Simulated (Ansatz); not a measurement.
Input file for Ansatz (a program for electronic structure): R-MP2/aug-cc-pVTZ on BH3Se (SMILES B[SeH]), atoms moved off the minimum. The run froze 15 orbitals, filled d shells among them.

Ansatz 0.2 input:
```yaml
crystal:
  periodic: [false, false, false]
  atoms:
    - {symbol: B, position_ang: [0.39901783, -0.00950128, -1.56926478]}
    - {symbol: H, position_ang: [-0.31902028, -0.51952252, -2.27623199]}
    - {symbol: H, position_ang: [1.48203850, 0.45405023, -1.75846153]}
    - {symbol: Se, position_ang: [-0.09959003, -0.01251736, 0.30644579]}
    - {symbol: H, position_ang: [1.04558648, 0.68464103, 0.88223980]}
basis:
  gaussian:
    orbitals: aug-cc-pVTZ
magnetization: {spin_polarized: false}
correlation: {method: mp2, electrons: outside_noble_gas}
scf: {lower_state_search: off}
output: {forces: true}
```

Question: What total energy does the run end on?

Answer: -2426.5983 hartree.

Question: How many basis functions does it have, and what does it roughly cost on one machine?

Answer: 174 functions; about 8 core-seconds (a rough figure).
